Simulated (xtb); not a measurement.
Si(H)2(Et)(NH2) (C2H9NSi), SMILES CC[SiH2]N. All values are semi-empirical tight-binding results from xtb (GFN2-xTB unless named), good for trends rather than for accurate numbers. Geometry: GFN2-xTB. One conformer was computed; it need not be the lowest.

Optimised geometry:

Bonded distances (Å): Si1–N2 1.724, Si1–C3 1.901, Si1–H5 1.464, Si1–H6 1.475, N2–H7 1.007, N2–H8 1.007, C3–C4 1.524, C3–H9 1.091, C3–H10 1.091, C4–H11 1.088, C4–H12 1.090, C4–H13 1.088. Angles (°): N2–Si1–C3 106.9, N2–Si1–H5 105.2, N2–Si1–H6 115.2, C3–Si1–H5 111.5, C3–Si1–H6 108.5, H5–Si1–H6 109.6, Si1–N2–H7 119.1, Si1–N2–H8 118.6, H7–N2–H8 109.6, Si1–C3–C4 113.8, Si1–C3–H9 109.8, Si1–C3–H10 108.9, C4–C3–H9 109.0, C4–C3–H10 108.8, H9–C3–H10 106.4, C3–C4–H11 110.8, C3–C4–H12 111.0, C3–C4–H13 110.8, H11–C4–H12 108.1, H11–C4–H13 108.2, H12–C4–H13 107.9.
Charge 0, spin multiplicity 1.

**Question.** Estimate the properties. (Estimate from the structure and the level; the computed values follow.)

**Answer.** 
The orbital gap is 6.14 eV and the dipole moment is 1.26 D. The zero-point energy is 66.8 kcal/mol and the G − E(el) at 298.15 K (modified RRHO) is 48.0 kcal/mol. The static polarisability (D4 model) is 65.3 bohr³ and the solvation energy, GFN2-xTB/ALPB(water) is -2.0 kcal/mol. The solvation energy, GFN2-xTB/ALPB(toluene) is -2.8 kcal/mol.

Computed atomic charges and the Wiberg bond orders between heavy atoms:
charges (e) Si1 0.47, N2 -0.40, C3 -0.15, C4 -0.09, H5 -0.10, H6 -0.10, H7 0.15, H8 0.14, H9 0.02, H10 0.00, H11 0.02, H12 0.02, H13 0.02. Bond orders Si1–N2 1.16, Si1–C3 0.87, C3–C4 1.03.
